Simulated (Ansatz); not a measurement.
One change: `CO[SiH](O)F` becomes `O[SiH](F)CCl`.

Ansatz, PBE0-D4/def2-TZVP geometries, multiplicity 1. Each molecule was computed in one conformer, which needn't be the lowest.

```csv
property,`CO[SiH](O)F`
size of the dipole moment (PBE/def2-TZVPP) / D,1.70
zero-point energy (PBE0-D4/def2-TZVP) / kJ/mol,181.0
LUMO energy (PBE0/def2-TZVPP) / eV,0.87
HOMO–LUMO gap (PBE0/def2-TZVPP) / eV,9.60
"ideal-gas entropy at 298 K and 1 bar (rigid rotor, harmonic PBE0-D4/def2-TZVP) / J/(mol·K)",350
HOMO–LUMO gap (ωB97M-V/def2-TZVPP) / eV,13.52
```

(1) Give the same properties after the change, and the shifts. (Best estimate.)

## Answers

(1) The calculation gave: 
| property | `O[SiH](F)CCl` | shift |
| --- | --- | --- |
| size of the dipole moment (PBE/def2-TZVPP) / D | 1.62 | -0.08 |
| zero-point energy (PBE0-D4/def2-TZVP) / kJ/mol | 144.4 | -36.6 |
| LUMO energy (PBE0/def2-TZVPP) / eV | -0.13 | -1.00 |
| HOMO–LUMO gap (PBE0/def2-TZVPP) / eV | 8.30 | -1.30 |
| ideal-gas entropy at 298 K and 1 bar (rigid rotor, harmonic PBE0-D4/def2-TZVP) / J/(mol·K) | 343 | -7 |
| HOMO–LUMO gap (ωB97M-V/def2-TZVPP) / eV | 12.51 | -1.01 |

With PBE0 the HOMO rises by 0.30 eV and the LUMO falls by 1.00 eV, so the gap narrows by about 1.30 eV. PBE moves the HOMO by 0.07 eV and ωB97M-V by 0.47 eV. The zero-point energy changes by -36.6 kJ/mol with -3 modes. Dipoles are sizes alone; their direction can turn.
